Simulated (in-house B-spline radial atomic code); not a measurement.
Atomic self-consistent-field run: I VIII (I7+) (an excited or competing configuration). Computed with a B-spline radial code for spherical atoms: scalar-relativistic (X2C) M06-L, spin-polarised, spherical fractional occupations, Fermi nucleus of rms radius 4.75 fm.

Command:
```bash
python run_scf.py task.json out
```
Settings (nuclear radius in fm, mass in u):
```
Z                53
configuration    [Kr] 4d9 4f1
hamiltonian      x2c
method           m06l
spin_polarised   True
nucleus          fermi
rms_radius       4.75
atomic_mass      126.90447
speed_of_light   137.035999084
```

Output (hartree, bohr):
```
 radial grid: 66 intervals, B-splines of order 8, outer radius 13.5065 bohr

 iter        energy (Eh)    residual
    1       -7101.217932    2.24e-01
    2       -7101.249040    4.21e-03
    3       -7101.249162    3.26e-03
    4       -7101.249224    2.54e-03
    5       -7101.249257    1.99e-03
    6       -7101.249275    1.61e-03
    7       -7101.249285    1.32e-03
    8       -7101.249291    1.07e-03
    9       -7101.249295    8.65e-04
   10       -7101.249297    6.99e-04
   11       -7101.249299    5.69e-04
   12       -7101.249300    4.67e-04
   13       -7101.249300    3.84e-04
   14       -7101.249301    3.16e-04
   15       -7101.249301    2.60e-04
   16       -7101.249301    2.14e-04
   17       -7101.249301    2.50e-05
   18       -7101.249301    1.65e-05
   19       -7101.249301    1.17e-05
   20       -7101.249301    1.65e-05
   21       -7101.249301    8.00e-06
   22       -7101.249301    6.40e-06
   23       -7101.249301    8.96e-06
   24       -7101.249301    1.11e-05
   25       -7101.249301    1.03e-05
   26       -7101.249301    1.01e-05
   27       -7101.249301    9.36e-06
   28       -7101.249301    7.58e-06
   29       -7101.249301    4.02e-06
   30       -7101.249301    5.04e-07

 total energy                     -7101.24930
 kinetic                            7528.2664
 electron-nucleus                 -17097.0349
 Hartree                            2647.7209
 exchange-correlation               -180.2017

 orbital      occ     eigenvalue          <r>       <r^2>       <1/r>       r_max
 1s up      1.000     -1215.3891    0.0266157 0.000970508     59.7108     0.01683
 1s down    1.000     -1215.3890    0.0266157 0.000970507     59.7109     0.01683
 2s up      1.000      -191.6794     0.116516   0.0160809     13.6227     0.09891
 2s down    1.000      -191.6626     0.116512   0.0160798     13.6233     0.09891
 2p up      3.000      -172.3469     0.102188   0.0127635     12.5216     0.07926
 2p down    3.000      -172.3340     0.102183   0.0127622     12.5222     0.07926
 3s up      1.000       -41.8786     0.312474    0.111759     4.82176      0.2851
 3s down    1.000       -41.8625     0.312385    0.111682      4.8226      0.2851
 3p up      3.000       -35.5337      0.31089    0.112195     4.47604      0.2791
 3p down    3.000       -35.5156     0.310774    0.112095     4.47707      0.2791
 3d up      5.000       -26.0383     0.288249   0.0982974     4.20364      0.2323
 3d down    5.000       -26.0156     0.288124   0.0981892     4.20465      0.2323
 4s up      1.000       -10.3240     0.736521    0.611183     1.91403      0.6806
 4s down    1.000       -10.2436     0.736145    0.610441     1.91435      0.6809
 4p up      3.000        -8.3092     0.783693    0.696814     1.74179      0.7142
 4p down    3.000        -8.2273     0.783305    0.696092     1.74223      0.7141
 4d up      5.000        -5.3287     0.884518    0.902935     1.48609      0.7724
 4d down    4.000        -5.2469     0.886791    0.909078     1.48362      0.7714
 4f up      1.000        -2.3318      1.25901     1.92588     0.99497      0.9479
```

Run time, properties included: 1.1 s on 1 thread of Intel(R) Xeon(R) 6975P-C (shared host).

States collapsed into the nucleus by a negative tau potential were left out of the aufbau.

One-electron X2C: radii and densities carry no picture-change correction, so inner-shell <1/r> comes out high (for 1s by about 2 % at Z = 33, 5 % at 54, 10 % at 75, 30 % at 118) and <r> low.
